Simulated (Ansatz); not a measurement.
Stepwise reaction of `CN([SiH2]F)[SiH](O)O` with hydrogen, as a gas-phase model of exchange steps in deposition or etching. ΔE in kJ/mol.

Computed with Ansatz on PBE0-D4/def2-TZVP structures; ΔE is electronic, products minus reactants. CCSD(T)/CBS adds triple-zeta CCSD(T) − MP2 to the extrapolated MP2 energy (def2 sets, frozen cores). This one scheme is used for every species. Functionals use def2-TZVPP. B3LYP here is the variant with VWN-RPA as its local correlation; programs differ in this. One conformer a species, not always the lowest.

```json
{"step": "2", "reaction": "`CN([SiH2]O)[SiH2]F` + H₂ → `CN([SiH3])[SiH2]F` + H₂O", "PBE-D4": "83.9", "B3LYP-D4": "89.4", "ωB97M-V": "90.4", "CCSD(T)/CBS": "87.5"}
```

**Question.** Give the row of step 1, `CN([SiH2]F)[SiH](O)O` + H₂ → `CN([SiH2]O)[SiH2]F` + H₂O. (Estimate.)

**Answer.** The calculation gave: 
```csv
step,reaction,PBE-D4,B3LYP-D4,ωB97M-V,CCSD(T)/CBS
1,`CN([SiH2]F)[SiH](O)O` + H₂ → `CN([SiH2]O)[SiH2]F` + H₂O,88.9,95.5,97.4,92.4
```

**Question.** By hand: ΔE of the 2 steps together at CCSD(T)/CBS.

**Answer.** (92.4) + (87.5) = 179.9 kJ/mol, or 90.0 kJ/mol a step.

In ΔE the steps differ by no more than 4.9 kJ/mol. All are uphill at CCSD(T)/CBS. PBE-D4 differs from CCSD(T)/CBS by -3.6 to -3.5 kJ/mol a step. Isolated molecules leave out the surface, adducts and barriers. Largest T1 diagnostic: 0.012.
